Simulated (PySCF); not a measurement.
## Computed NMR parameters against published values

Numbering as in the mapped SMILES `[OH:1][NH:2][c:3]1[cH:4][cH:5][cH:6][cH:7][cH:8]1`. Hydrogens are named by the atom that carries them.

Published estimates (parent shift plus substituent increments) and measurements: δ $^{13}$C C5/C7 126.3; C6 123.2; C4/C8 115.4 ppm (estimated from measurements, as parent shift plus tabulated substituent increment; solution, not stated per compound (mostly CDCl3 or CCl4); Pretsch, Buehlmann, Badertscher, Structure Determination of Organic Compounds, 4th ed. (2009)).

PySCF 2.14.0 with density-fitted response routines calculation with PBE0-D3(BJ)/def2-TZVP structure and shieldings: GIAO KT3/pcSseg-2; no solvent, a single conformation, rapidly exchanging positions averaged, non-relativistic.

Problem. How close does the calculation come?

Solution. 
Reference values: estimated from measurements, as parent shift plus tabulated substituent increment (solution, not stated per compound (mostly CDCl3 or CCl4); Pretsch, Buehlmann, Badertscher, Structure Determination of Organic Compounds, 4th ed. (2009)).
```tsv
atoms	quantity	reference	computed	computed, scaled
C5/C7	δ $^{13}$C	126.3	126.6	127.8
C6	δ $^{13}$C	123.2	118.0	118.8
C4/C8	δ $^{13}$C	115.4	108.7	109.1
```

Computed shifts are σ(ref) − σ with the named reference compound (TMS for H and C) calculated as an isolated molecule at the same level. The measured values may be among those fitted. Shieldings were converted by linear fits to measured shifts (mostly CDCl3, TMS scale, for H and C): $^{13}$C (scatter 3.0 ppm rms, 3.0 ppm with the 1 outlier that the fit left out). Occasional misses reach two or three times the rms, and more in compound classes unlike the fitted ones.

Problem. How far are the unscaled $^{13}$C shifts from the references?

Solution. Mean signed difference -3.87 ppm, mean absolute 4.07 ppm over 3 comparisons; the largest is -6.7 ppm at C4/C8 (aromatic CH).
